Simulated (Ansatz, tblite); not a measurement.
Cost and result up the ladder for Ga₅N₄H₁₆⁻, a cluster cut from zinc blende GaN (hydrogen-capped) (25 atoms). Total charge -1; singlet. Geometry: PBE-D4/def2-SVP.

```csv
atom,x (Å),y (Å),z (Å)
Ga1,2.198,-1.072,0.273
Ga2,-0.481,-0.751,2.291
Ga3,0.670,1.887,0.586
Ga4,0.362,0.405,-2.398
Ga5,-2.317,0.733,-0.382
N6,1.075,0.097,1.409
N7,1.090,-1.233,-1.429
N8,-1.842,-0.872,0.780
N9,-0.541,1.401,-0.946
H10,2.273,-2.566,0.853
H11,3.552,-0.347,-0.156
H12,-0.179,-2.275,2.688
H13,-1.130,0.212,3.384
H14,2.025,2.497,-0.007
H15,-0.162,2.759,1.639
H16,1.639,1.192,-2.942
H17,-0.690,-0.182,-3.457
H18,-3.051,1.767,0.585
H19,-3.136,0.115,-1.615
H20,1.697,0.350,2.195
H21,1.701,-1.707,-2.111
H22,0.325,-1.904,-1.275
H23,-2.725,-1.156,1.228
H24,-1.606,-1.671,0.174
H25,-0.746,2.323,-1.368
```

Ansatz on 2 threads of AMD EPYC 7R13 on a shared host and a share (18 GiB) of an NVIDIA H100 80GB HBM3; xTB runs through tblite on one thread. Times are rough, summed over both states, and most runs start from the orbitals of an earlier one. PBE0-D4/def2-TZVP serves as the yardstick here, not as an exact answer. The other state is a doublet.

The xTB rows come from tblite. LC-ωPBE has ω = 0.4 bohr⁻¹. Single mean-field runs in def2-TZVP are fitted with def2-universal-jkfit.

Run but left out: PBE-D4/def2-TZVP (neutral doublet: an occupied level 0.08 eV above an empty one).

Raw xTB energies of ions are shifted by several eV.

```json
{"level": "GFN2-xTB", "functions": "77", "wall time": "0.068 s", "vertical IE (eV)": "9.79", "difference from PBE0-D4/def2-TZVP (eV)": "4.45"}
{"level": "GFN1-xTB", "functions": "93", "wall time": "0.086 s", "vertical IE (eV)": "8.74", "difference from PBE0-D4/def2-TZVP (eV)": "3.40"}
{"level": "PBE0-D4/def2-TZVP", "functions": "460", "wall time": "17 s", "vertical IE (eV)": "5.34", "difference from PBE0-D4/def2-TZVP (eV)": "0.00"}
{"level": "LC-ωPBE/def2-TZVP", "functions": "460", "wall time": "31 s", "vertical IE (eV)": "5.99", "difference from PBE0-D4/def2-TZVP (eV)": "0.65"}
```
